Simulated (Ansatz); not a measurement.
Calculated with Ansatz (gas phase, PBE0-D4/def2-TZVP geometries, no zero-point term in ΔE). CCSD(T)/CBS is the MP2 limit (def2-TZVPP, def2-QZVPP) plus CCSD(T) − MP2 in def2-TZVPP, frozen cores. This one scheme is used for every species. DFT in def2-TZVPP. B3LYP here is the variant with VWN-RPA as its local correlation; programs differ in this. Triplets are unrestricted, without spin–orbit coupling. One conformer a species, not always the lowest.

Reaction (formal loss of a carbene): `CCBN[SiH3]` → `CBN[SiH3]` + `[CH2]` (triplet)

CCSD(T)/CBS gives +101.9 kcal/mol.

Another level gave +103.0 kcal/mol. Which?
A. HF/def2-TZVPP
B. PBE-D4/def2-TZVPP
C. B3LYP/def2-TZVPP
D. PBE0/def2-TZVPP

B. PBE-D4 103.0, PBE0 100.2, HF/def2-TZVPP 67.4, B3LYP 98.1 kcal/mol.

Largest T1 diagnostic among the species: 0.012.

In def2-TZVPP, CCSD(T) changes the Hartree–Fock value by +32.0 kcal/mol (the triples alone add +2.5 kcal/mol) and MP2 by +34.8 kcal/mol. From PBE to PBE0 (25 % exact exchange), in def2-TZVPP and without D4, ΔE moves by −1.8 kcal/mol. The D4 term adds +1.7 kcal/mol with B3LYP and +0.9 kcal/mol with PBE0; it sums over pairs of atoms, weighted by their polarisabilities, and B3LYP, whose exchange is more repulsive, gets the larger term.
